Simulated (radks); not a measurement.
Question: Successive ionisation energies (eV) of one element, from differences of total energies of ions in their ground configurations, starting at charge 0: 6.934, 14.610, 22.140, 32.635, 69.595, 102.77, 118.89, 135.12, 158.80, 175.88, 198.88, 217.01, 252.79, 300.25, 326.19, 338.44, 374.07, 410.87, 448.77, 501.56, 542.91, 585.36. All-electron calculation, scalar-relativistic Kohn-Sham, r2SCAN, spin-polarised, spherical densities, finite nucleus; open shells are filled with parallel spins first (spin-orbit coupling, left out, can overturn this in heavy ions); meta-GGA in the generalised Kohn-Sham scheme; Fermi nuclear charge, rms radius 5.347 fm. Program: a radial shooting solver on a logarithmic mesh with Libxc functionals. Which element is it?

Answer: Hafnium (Z = 72). The first species listed is Hf in [Xe] 4f14 5d2 6s2, the last Hf21+ in [Kr] 4d10 4f5.
